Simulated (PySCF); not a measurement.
C₄H₇F₃OS.
Geometry (PBE0-D3(BJ)/def2-SVP, Å), atoms numbered from 1 in this order:
```
atom  x, y, z in Å
C1    -2.5455    0.3182   -0.2459
C2    -1.1682   -0.0306    0.2786
S3     0.0437    0.1984   -1.0687
O4    -0.3325   -0.7990   -2.1257
C5     1.4949   -0.5535   -0.2162
C6     2.2724    0.3935    0.6581
F7     3.3105   -0.2245    1.2215
F8     1.5140    0.8840    1.6507
F9     2.7409    1.4313   -0.0339
H10   -3.3084    0.1198    0.5209
H11   -2.7745   -0.2904   -1.1326
H12   -2.6130    1.3806   -0.5262
H13   -0.8498    0.6023    1.1208
H14   -1.1021   -1.0908    0.5715
H15    1.1707   -1.4321    0.3591
H16    2.1304   -0.8861   -1.0489
```

Computed with PySCF at CAM-B3LYP/def2-SVPD, non-relativistic, on one gas-phase PBE0-D3(BJ)/def2-SVP geometry that isn't relaxed in the solvent. The solvent is an IEF-PCM continuum (van der Waals radii × 1.2), and excitations are vertical TDDFT with non-equilibrium linear response and a frozen core. Only the electrostatic response of the medium enters.

```
run  E − E(gas) (kcal/mol)  HOMO (eV)  HOMO–LUMO gap (eV)  dipole (D)  lowest singlet (eV)  static polarisability (au)
gas                   0.00      -8.52                9.45        2.70                 5.86                        77.3
  P                  -9.75      -8.57                9.67        3.81                 5.99                       102.5
  Q                  -9.45      -8.57                9.67        3.77                 5.99                       101.6
```

Q: The runs were made in methanol and water. Which run belongs to which solvent?

A: P = water, Q = methanol. The dielectric constants are 32.61 (methanol), 78.36 (water), and the energy falls further as ε rises. The optical constants n² used for the excitations are 1.77, 1.78 in the same order. In this model the ground state sees the solvent through ε alone.

Q: How constant is the ratio of the lowering to (ε − 1)/(2ε + 1)?

A: 
```
 solvent  (ε − 1)/(2ε + 1)  E − E(gas) (kcal/mol)  ratio (kcal/mol)  polarisation term (kcal/mol)
methanol             0.477                  -9.45             -19.8                        -11.40
   water             0.490                  -9.75             -19.9                        -11.83
```

The ratio changes by +0.4 % in size from methanol to water. The polarisation term is half the interaction of the solute with the induced surface charges.
